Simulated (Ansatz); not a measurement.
Start from `C=CC(C)=S` and change one atom or group to get `C=CC([SiH3])=S`.

Ansatz, PBE0-D4/def2-TZVP geometries, multiplicity 1. Each molecule was computed in one conformer, which needn't be the lowest.

```json
{"property": "HOMO energy (PBE0/def2-TZVPP) / eV", "`C=CC(C)=S`": "-6.33"}
{"property": "HOMO energy (B3LYP/def2-TZVPP) / eV", "`C=CC(C)=S`": "-6.08"}
{"property": "size of the dipole moment (B3LYP/def2-TZVPP) / D", "`C=CC(C)=S`": "2.72"}
{"property": "HOMO–LUMO gap (B3LYP/def2-TZVPP) / eV", "`C=CC(C)=S`": "3.38"}
{"property": "HOMO–LUMO gap (ωB97M-V/def2-TZVPP) / eV", "`C=CC(C)=S`": "8.10"}
{"property": "HOMO energy (PBE/def2-TZVPP) / eV", "`C=CC(C)=S`": "-5.11"}
```

Task: What does the change do to each property? (Estimate.)

Result: The calculation gave: 
```
                                        property  `C=CC([SiH3])=S`  shift
              HOMO energy (PBE0/def2-TZVPP) / eV             -6.42  -0.09
             HOMO energy (B3LYP/def2-TZVPP) / eV             -6.18  -0.10
size of the dipole moment (B3LYP/def2-TZVPP) / D              2.25  -0.47
           HOMO–LUMO gap (B3LYP/def2-TZVPP) / eV              2.90  -0.48
         HOMO–LUMO gap (ωB97M-V/def2-TZVPP) / eV              7.53  -0.57
               HOMO energy (PBE/def2-TZVPP) / eV             -5.24  -0.13
```

With PBE0 the HOMO falls by 0.09 eV and the LUMO falls by 0.61 eV, so the gap narrows by about 0.52 eV. PBE moves the HOMO by -0.13 eV and ωB97M-V by -0.05 eV. Dipoles are sizes alone; their direction can turn.

B3LYP here is the variant with VWN-RPA as its local correlation; programs differ in this.
